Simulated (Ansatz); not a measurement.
Ansatz (a quantum-chemistry and plane-wave program) input (PBE/6-311+G**): The .json file is the Basis Set Exchange's 6-311+G**.

Ansatz 0.2 input:
```yaml
crystal:
  periodic: [false, false, false]
  atoms:
    - {symbol: O, position_ang: [-0.00000000, -0.00000000, -1.51012800]}
    - {symbol: Si, position_ang: [0.00000000, 0.00000000, 0.00000000]}
    - {symbol: O, position_ang: [0.00000000, 0.00000000, 1.51012800]}
basis:
  gaussian:
    orbitals: 6-311+G__.json
hamiltonian:
  xc: {name: PBE}
total_charge: 1
magnetization: {spin_polarized: true, initial_magnetization: 1}
```

Output:

```
Functional definition: PBE
integrals: 0.02 GiB planned
616 factors; their error is unknown
mean field: 0.18 GiB planned
mean field evaluation 1: about -11927.2918 eV, gradient 8.5e1 eV
mean field evaluation 2: about -11813.4850 eV, gradient 1.7e2 eV
mean field evaluation 4: about -11952.4557 eV, gradient 6.2e0 eV
mean field evaluation 8: about -11952.5719 eV, gradient 1.2e-1 eV
mean field evaluation 16: about -11952.5456 eV, gradient 3.4e-5 eV
mean field evaluation 32: about -11951.5917 eV, gradient 1.2e-4 eV
mean field -11952.54563156 eV, -439.2479502334 hartree, gradient 3.1e-5 eV, S^2 0.763840; 5 other end points of the search recorded, 0 dependent functions left out
reference -11952.54569036 eV, -439.2479523943 hartree; 15, 14 occupied and 60, 61 virtual orbitals, 616 factors
Total energy: -11952.54569036 eV, -439.2479523943 hartree
```

The dipole moment of an ion depends on the origin.

The geometry given is a B3LYP-D3(BJ)/def2-TZVP minimum of the species of charge 0 and multiplicity 1, not of this state.
